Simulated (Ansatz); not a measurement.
Job for Ansatz (a program for electronic structure): R-PBE0/def2-TZVPP on RuSe, 2S+1 = 1, a spin state set in the input, which need not be the lowest. Elements past Kr take the def2 small-core potentials; no spin–orbit coupling.

Ansatz 0.2 input:
```yaml
crystal:
  periodic: [false, false, false]
  atoms:
    - {symbol: Ru, position_ang: [0.00000000, 0.00000000, 0.00000000]}
    - {symbol: Se, position_ang: [0.00000000, 0.00000000, 2.52700000]}
basis:
  gaussian:
    orbitals: def2-TZVPP
hamiltonian:
  xc: {name: PBE0}
relax: {f_tol: 0.002, max_steps: 120}
```

### Question
Give the final energy of this run.

### Answer
-2496.0646 hartree.

### Question
How many basis functions does it have, and what does it roughly cost on one machine?

### Answer
104 functions; around 80 core-seconds (rough).
